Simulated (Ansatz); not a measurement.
Geometry optimisation of C₂H₆BBrO (`OBCCBr`).

```yaml
crystal:
  periodic: [false, false, false]
  atoms:
    - {symbol: O, position_ang: [-1.756177, 0.503881, 0.242798]}
    - {symbol: B, position_ang: [-0.573825, 0.661698, 0.898484]}
    - {symbol: C, position_ang: [0.667281, -0.190341, 0.419414]}
    - {symbol: C, position_ang: [0.591127, -0.761764, -0.986839]}
    - {symbol: Br, position_ang: [0.726459, 0.667496, -2.343277]}
    - {symbol: H, position_ang: [-2.471650, 1.043693, 0.622194]}
    - {symbol: H, position_ang: [-0.506310, 1.402802, 1.871092]}
    - {symbol: H, position_ang: [0.735097, -1.042449, 1.143430]}
    - {symbol: H, position_ang: [1.612950, 0.372570, 0.567662]}
    - {symbol: H, position_ang: [1.416741, -1.456845, -1.226590]}
    - {symbol: H, position_ang: [-0.376294, -1.257741, -1.187767]}
basis:
  gaussian: {orbitals: def2-TZVP}
hamiltonian: {xc: pbe0, dispersion: d4}
relax: {f_tol: 0.005, max_steps: 150}
```

```sh
$ ansatz run in.yaml --threads 4 --pin off --events-out ev --progress --plain --max-ram 10444MiB
```

Shortened log:

```
Functional definition: PBE0
mean field -74930.97340259 eV, -2753.6624825072 hartree, gradient 4.1e-5 eV, S^2 0.000000; 0 other end points of the search recorded, 0 dependent functions left out
relax step   1: F+E_penalty+E_count = -74931.16474779 eV  Δ(F+E_penalty+E_count) = +0.000e0 eV  max|allowed force component| = 4.987e-1 eV/Å  Δτ_max = 0.0000 Å  (28 SCF iters, accepted)
mean field -74931.00776284 eV, -2753.6637452232 hartree, gradient 1.2e-5 eV, S^2 0.000000; 0 other end points of the search recorded, 0 dependent functions left out
relax step   2: F+E_penalty+E_count = -74931.20005677 eV  Δ(F+E_penalty+E_count) = -3.531e-2 eV  max|allowed force component| = 1.712e-1 eV/Å  Δτ_max = 0.0235 Å  (33 SCF iters, accepted)
mean field -74931.01074574 eV, -2753.6638548426 hartree, gradient 1.2e-5 eV, S^2 0.000000; 0 other end points of the search recorded, 0 dependent functions left out
relax step   3: F+E_penalty+E_count = -74931.20312820 eV  Δ(F+E_penalty+E_count) = -3.071e-3 eV  max|allowed force component| = 4.283e-2 eV/Å  Δτ_max = 0.0122 Å  (33 SCF iters, accepted)
mean field -74931.01091218 eV, -2753.6638609591 hartree, gradient 1.2e-5 eV, S^2 0.000000; 0 other end points of the search recorded, 0 dependent functions left out
relax step   4: F+E_penalty+E_count = -74931.20331431 eV  Δ(F+E_penalty+E_count) = -1.861e-4 eV  max|allowed force component| = 4.761e-2 eV/Å  Δτ_max = 0.0054 Å  (33 SCF iters, accepted)
mean field -74931.01116485 eV, -2753.6638702446 hartree, gradient 1.2e-5 eV, S^2 0.000000; 0 other end points of the search recorded, 0 dependent functions left out
relax step   5: F+E_penalty+E_count = -74931.20346815 eV  Δ(F+E_penalty+E_count) = -1.538e-4 eV  max|allowed force component| = 1.655e-2 eV/Å  Δτ_max = 0.0054 Å  (33 SCF iters, accepted)
mean field -74931.01122431 eV, -2753.6638724297 hartree, gradient 1.2e-5 eV, S^2 0.000000; 0 other end points of the search recorded, 0 dependent functions left out
relax step   6: F+E_penalty+E_count = -74931.20349995 eV  Δ(F+E_penalty+E_count) = -3.180e-5 eV  max|allowed force component| = 9.539e-3 eV/Å  Δτ_max = 0.0037 Å  (33 SCF iters, accepted)
mean field -74931.01122446 eV, -2753.6638724353 hartree, gradient 1.2e-5 eV, S^2 0.000000; 0 other end points of the search recorded, 0 dependent functions left out
relax step   7: F+E_penalty+E_count = -74931.20350762 eV  Δ(F+E_penalty+E_count) = -7.666e-6 eV  max|allowed force component| = 4.622e-3 eV/Å  Δτ_max = 0.0010 Å  (34 SCF iters, accepted)
mean field -74931.01122446 eV, -2753.6638724353 hartree, gradient 1.2e-5 eV, S^2 0.000000; 1 other end points of the search recorded, 0 dependent functions left out
Total energy: -74931.20353888 eV, -2753.6709398598 hartree
Atom 0 at    -1.746763     0.502247     0.248937 Å, force    -0.001859     0.000030    -0.001259 eV/Å
Atom 1 at    -0.569156     0.654830     0.896585 Å, force     0.004622    -0.002634    -0.001276 eV/Å
Atom 2 at     0.664990    -0.187117     0.416972 Å, force    -0.002463     0.002349    -0.000439 eV/Å
Atom 3 at     0.583634    -0.756115    -0.979680 Å, force     0.000888     0.000750     0.000112 eV/Å
Atom 4 at     0.740557     0.653015    -2.324157 Å, force    -0.000160    -0.000215     0.000346 eV/Å
Atom 5 at    -2.459401     1.030472     0.614738 Å, force     0.000773    -0.000916    -0.000439 eV/Å
Atom 6 at    -0.502640     1.380929     1.854146 Å, force     0.000098     0.001218     0.001949 eV/Å
Atom 7 at     0.742647    -1.028990     1.126054 Å, force    -0.000227    -0.000224    -0.000216 eV/Å
Atom 8 at     1.594158     0.374385     0.552172 Å, force    -0.000692    -0.000187     0.000182 eV/Å
Atom 9 at     1.391416    -1.448441    -1.206854 Å, force     0.000641    -0.000439     0.000292 eV/Å
Atom 10 at    -0.374043    -1.232214    -1.178312 Å, force    -0.001620     0.000268     0.000748 eV/Å
Dipole moment:    -0.207377    -0.145164     0.479261 e Å
```

Hardware: 4 threads of an Arm Neoverse N1 on a shared host. Wall time 52 s, peak host memory 0.6 GiB.
